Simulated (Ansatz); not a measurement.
Basis-set extrapolation for `N[SiH](Cl)[Si](N)(Cl)Cl` (PBE0-D4/def2-TZVP geometry, frozen core, Ansatz 0.2.0). Multiplicity 1, RHF reference.

```tsv
	def2-TZVPP	def2-QZVPP
HF	-2068.530882	-2068.592696
MP2 correlation	-1.224890	-1.335737
CCSD(T) correlation	-1.353504	not run
```

Energies in hartree. Use E(X) = E(∞) + A·exp(−7.88·√X) for Hartree–Fock and E(X) = E(∞) + B·X^(−2.97) for correlation, with X = 3 and 4, and add CCSD(T) minus MP2 of the smaller set to the MP2 limit.

Question: What is the CCSD(T) energy at the basis-set limit?

Answer: HF limit: -2068.592696 + (-0.061814) × 0.13774 = -2068.60121. MP2 limit: -1.335737 + (-0.110847) × 0.74074 = -1.41785. Higher-order term: -1.353504 − (-1.224890) = -0.12861. Total: -2070.14767 hartree, 691.3 kJ/mol below CCSD(T)/def2-TZVPP.
